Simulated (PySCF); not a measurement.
Simulated Si 2p region for (H3Si)2NMe (CH9NSi2), binding energy against the vacuum level.

Every computed line was given a Gaussian of 0.8 eV full width at half maximum and an area set by the number of equivalent atoms (split 2:1 within a doublet); the highest printed point is 100. Computed, not measured: delta-SCF UKS SCAN, pcX-2 on the ionised atom, pcseg-1 elsewhere, spin-free X2C in PySCF.

binding energy (eV), intensity and a bar:
```
    105.8          0 
    105.9          1 
    106.0          2 #
    106.1          4 #
    106.2          8 ##
    106.3         15 ####
    106.4         25 #######
    106.5         38 ###########
    106.6         54 ################
    106.7         71 #####################
    106.8         86 ##########################
    106.9         96 #############################
    107.0        100 ##############################
    107.1         99 ##############################
    107.2         93 ############################
    107.3         85 ##########################
    107.4         77 #######################
    107.5         68 ####################
    107.6         59 ##################
    107.7         50 ###############
    107.8         40 ############
    107.9         30 #########
    108.0         21 ######
    108.1         14 ####
    108.2          8 ##
    108.3          5 #
    108.4          2 #
    108.5          1 
    108.6          0 
    108.7          0
```

**Question.** How many maxima does the curve show, and how many computed lines lie under it?

**Answer.** The curve has 1 maximum (at 107.0 eV). Under it lie 2 lines from 1 inequivalent silicon site, drawn as a 2p3/2, 2p1/2 pair. At this width some lines have no maximum of their own.

**Question.** Decompose the envelope and assign each component. Bonds: Si1–N5, N5–C6, N5–Si7. Hydrogens: H2, H3, H4 on Si1; H11, H12, H13 on C6; H8, H9, H10 on Si7.

**Answer.** 
```
position (eV)  relative area      line    atoms                  environment
       106.95           1.33  Si 2p3/2  Si1/Si7  silicon bonded to N and 3 H
       107.57           0.67  Si 2p1/2  Si1/Si7  silicon bonded to N and 3 H
```

**Question.** What are the centre and the root-mean-square width of the whole band?

**Answer.** The area-weighted mean of the lines is 107.15 eV. Their own spread about it is 0.29 eV (rms) and each Gaussian has σ = 0.8/2.355 = 0.34 eV; the variances add, which gives 0.45 eV.

The curve has no shake-up lines and no vibrational structure. The first atom of each set that the bonding makes equivalent was ionised and stands for the set. Spin–orbit and ligand-field terms were added within each 2p shell after the spin-free SCF. 2p1/2 minus 2p3/2 (ligand field included): Si 0.62 eV. Isolated species at its PBE0-D3(BJ)/def2-SVP geometry, gas phase.
